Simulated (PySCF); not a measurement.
**V³⁺ (vanadium, charge +3): UHF calculation**

Configuration: [Ar] 3d2, high-spin 3F determinant. All numbers are calculated (PySCF 2.14, scalar relativity by spin-free X2C-1e, in x2c-QZVPPall).

* Total energy: -946.413016 hartree
* One-electron energy: -1273.4170 hartree
* Hartree (Coulomb) energy: 370.8350 hartree
* Exchange energy: -43.8310 hartree
* ⟨S²⟩: 2.0027
* ⟨L²⟩: 12.037
* Sum of ⟨r⟩: 12.56 bohr
* Sum of ⟨r²⟩: 13.05 bohr²
* Langevin diamagnetic susceptibility: -10.3 ×10⁻⁶ cm³/mol

```json
{"shell": "1s β", "electrons": "1", "mean orbital energy (hartree)": "-204.16592", "rms radius, mean of both spins (bohr)": "0.0768"}
{"shell": "1s α", "electrons": "1", "mean orbital energy (hartree)": "-204.16537", "rms radius, mean of both spins (bohr)": "0.0768"}
{"shell": "2s α", "electrons": "1", "mean orbital energy (hartree)": "-25.48909", "rms radius, mean of both spins (bohr)": "0.332"}
{"shell": "2s β", "electrons": "1", "mean orbital energy (hartree)": "-25.44088", "rms radius, mean of both spins (bohr)": "0.332"}
{"shell": "2p α", "electrons": "3", "mean orbital energy (hartree)": "-21.39459", "rms radius, mean of both spins (bohr)": "0.303"}
{"shell": "2p β", "electrons": "3", "mean orbital energy (hartree)": "-21.34562", "rms radius, mean of both spins (bohr)": "0.303"}
{"shell": "3s α", "electrons": "1", "mean orbital energy (hartree)": "-4.54558", "rms radius, mean of both spins (bohr)": "1.00"}
{"shell": "3s β", "electrons": "1", "mean orbital energy (hartree)": "-4.38707", "rms radius, mean of both spins (bohr)": "1.00"}
{"shell": "3p α", "electrons": "3", "mean orbital energy (hartree)": "-3.34919", "rms radius, mean of both spins (bohr)": "1.08"}
{"shell": "3p β", "electrons": "3", "mean orbital energy (hartree)": "-3.15547", "rms radius, mean of both spins (bohr)": "1.08"}
{"shell": "3d α", "electrons": "2", "mean orbital energy (hartree)": "-1.74023", "rms radius, mean of both spins (bohr)": "1.28"}
```

Densities and radii are taken from the X2C orbitals without a picture-change correction, which distorts them close to the nucleus.

Spin-orbit constants ζ (cm⁻¹) from the X2C one-electron operator on these orbitals: bare nucleus, nucleus screened by l(l+1)(2l+1)/3 electrons, and screened by the Breit-Pauli mean field of the electrons.

```csv
shell,bare,screened nucleus,mean field
2p,40740,37200,35590
3p,4743,4330,4115
3d,430.0,243.1,215.3
```

To first order the Landé constant is A = 107.6 cm⁻¹, so the lowest level has J = 2 and lies 0.0534 eV below the centre of the term. This holds in LS coupling only.
